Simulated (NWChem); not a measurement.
Species: CH$_{4}$O$_{3}$Si; SMILES O=C(O)[SiH2]O

```xyz
9

O      1.3480    -0.9553     0.0000
C      0.1346    -0.8387     0.0000
O     -0.6973    -1.9008     0.0000
Si    -0.6661     0.9141     0.0000
O      0.6641     1.9011     0.0000
H     -0.1383    -2.7063     0.0000
H     -1.5020     1.0790     1.2140
H     -1.5020     1.0790    -1.2140
H      1.4819     1.3724     0.0000
```
Atoms are numbered in this order, from 1.

Level: B3LYP/6-31G* (spherical d) (NWChem), optimised geometry, unscaled harmonic frequencies. 

List the harmonic frequencies with IR intensities, and the thermochemistry.


```csv
frequency (cm⁻¹),IR intensity (km/mol)
56,0.6
158,9.3
317,19.5
339,38.6
395,60.1
442,36.5
647,179.6
690,52.1
731,8.2
753,21.9
818,55.8
906,125.7
997,314.4
1005,227.1
1182,126.9
1348,14.4
1776,225.1
2276,101.2
2279,168.7
3606,29.7
3711,94.2
```

```json
{
  "zero_point_energy": "34.9 kcal/mol",
  "thermal correction to the enthalpy at 298.15 K (with zero-point energy)": "39.5 kcal/mol",
  "heat capacity Cv": "21.4 cal/(mol K)",
  "entropy at 298.15 K and 1 atm (symmetry number 1)": "79.1 cal/(mol K)",
  "dipole_moment": "1.87 D"
}
```

Rigid rotor and harmonic oscillator; modes under 100 cm⁻¹ make the entropy uncertain.
